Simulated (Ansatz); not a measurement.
[CoBrCl5]3- (CoBrCl₅³⁻), relaxed as a triplet with UKS r2SCAN-D4/def2-SVPD in Ansatz, starting from the r2SCAN-D4/def2-SVPD geometry of the charge -3 singlet. Force threshold 0.02 eV/Å.

A multiply charged anion in the gas phase is held together partly by the finite basis. The charge -3 triplet is spin-contaminated (final ⟨S²⟩ up to 2.39, 2.00 for a pure state). The highest occupied level of the charge -3 triplet lies above zero (up to 4.87 eV). It is a level of α spin, whose loss leaves a doublet; that state wasn't run at this geometry and level. The electron is either unbound and held by the finite basis, or the level is raised by self-interaction error. The relaxation made no stability test and no search for a lower SCF solution. At PBE0-D4/def2-TZVPD a quintet of charge -3 lies 4.99 eV below the triplet, each at its own geometry.

Start:

Cartesian coordinates in Å:
```
Co -0.014 0.033 -0.017
Br 0.885 -2.127 1.068
Cl -0.834 2.002 -1.005
Cl -2.150 -0.433 0.856
Cl 2.131 0.479 -0.879
Cl -0.544 -1.180 -1.964
Cl 0.526 1.226 1.941
```

(1) Estimate the energy that the relaxation releases and the steps that it takes.

(2) Does the start keep its bonding and symmetry?

(3) Predict the relaxed structure.

## Answers

(1) 21.0 kJ/mol, in 6 steps; 92 s on 4 threads of Intel Xeon 6975P-C on a shared host. No frequencies were taken in this run, so the end may be a saddle point.

(2) By distances, no bond broke or formed. The bond that changes most is Co1–Cl6, from 2.35 to 2.51 Å (atoms count from 1). Point group C4v at the start, Cs at the end, both within 0.05 Å.

(3) 
```tsv
atom	x (Å)	y (Å)	z (Å)
Co1	-0.017	0.036	-0.013
Br2	0.860	-2.081	1.062
Cl3	-0.822	1.992	-1.019
Cl4	-2.287	-0.490	0.914
Cl5	2.274	0.515	-0.930
Cl6	-0.588	-1.260	-2.091
Cl7	0.580	1.288	2.077
```
Bond lengths: 5 × Cl–Co 2.34 to 2.51 Å; 1 × Br–Co 2.53 Å.
